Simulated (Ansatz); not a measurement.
CH₅AlOSiTe (`O=C[Te][SiH2][AlH2]`). The species carries charge 0 and has multiplicity 1. Te: def2 effective core potential. All single points use the PBE0-D4/def2-TZVP geometry. It is one conformer, not always the lowest.

```xyz
10

O    -0.694   -0.653   -3.042
C    -0.560   -0.603   -1.869
Te   -0.948    1.211   -0.710
Si   -0.624   -0.044    1.559
Al    1.501    0.605    0.643
H    -0.224   -1.450   -1.241
H    -1.438    0.791    2.483
H    -1.333   -1.336    1.337
H     2.172   -0.478   -0.304
H     2.147    1.957    1.144
```

Question: What is the dipole moment at B3LYP/def2-TZVPP? (An estimate is asked.)

Answer: The calculation gave: 2.08 D, with components (-0.61, -0.42, 1.94) D in this frame, pointing from negative to positive charge.

Question: And with PBE, r2SCAN, ωB97M-V? (Estimate.)

Answer: Computed: PBE 1.74 D, r2SCAN 1.89 D, ωB97M-V 2.17 D.

Question: Give the Mulliken charges with B3LYP, PBE, r2SCAN in def2-TZVPP. (An estimate is asked.)

Answer: Ansatz gave: 
| atom | B3LYP | PBE | r2SCAN |
| --- | --- | --- | --- |
| O1 | -0.19 | -0.14 | -0.21 |
| C2 | 0.06 | 0.06 | 0.15 |
| Te3 | 0.03 | 0.05 | 0.01 |
| Si4 | 0.01 | -0.04 | 0.01 |
| Al5 | 0.33 | 0.27 | 0.39 |
| H6 | 0.10 | 0.09 | 0.08 |
| H7 | -0.04 | -0.03 | -0.05 |
| H8 | -0.04 | -0.03 | -0.05 |
| H9 | -0.15 | -0.13 | -0.17 |
| H10 | -0.14 | -0.12 | -0.17 |

B3LYP here is the variant with VWN-RPA as its local correlation; programs differ in this.
